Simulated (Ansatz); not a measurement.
Ansatz (a program for electronic structure) input:

Ansatz 0.2 input:
```yaml
crystal:
  periodic: [false, false, false]
  atoms:
    - {symbol: C, position_ang: [1.69471601, 0.81198954, -0.43990892]}
    - {symbol: C, position_ang: [0.58048041, -0.12822384, -0.16416608]}
    - {symbol: C, position_ang: [-0.79685727, 0.49508857, -0.40654228]}
    - {symbol: C, position_ang: [-1.94293748, -0.49222832, -0.22290039]}
    - {symbol: O, position_ang: [0.69004681, -0.67964210, 1.15882672]}
    - {symbol: H, position_ang: [1.54617240, 1.70562340, -1.03044006]}
    - {symbol: H, position_ang: [2.69650168, 0.55702999, -0.12173048]}
    - {symbol: H, position_ang: [0.67368703, -1.01254635, -0.81147487]}
    - {symbol: H, position_ang: [-0.91649333, 1.34557838, 0.27367843]}
    - {symbol: H, position_ang: [-0.81108576, 0.90583910, -1.42089154]}
    - {symbol: H, position_ang: [-1.92736042, -0.92071019, 0.77917095]}
    - {symbol: H, position_ang: [-2.90831367, -0.00657581, -0.37398185]}
    - {symbol: H, position_ang: [-1.86742197, -1.31558855, -0.93730658]}
    - {symbol: H, position_ang: [0.78152974, 0.05873119, 1.77346839]}
basis:
  gaussian:
    orbitals: def2-TZVP
hamiltonian:
  xc: b3lyp
  dispersion: d3bj
magnetization: {spin_polarized: true, initial_magnetization: 1}
phonons: {temperatures: {t_min: 298.15, t_max: 298.15, t_step: 100}}
```

Problem. What final total energy does it print?

Solution. -233.11433 Eh (B3LYP-D3(BJ)/def2-TZVP). The basis has 209 functions.

It need not be the lowest isomer of its formula.
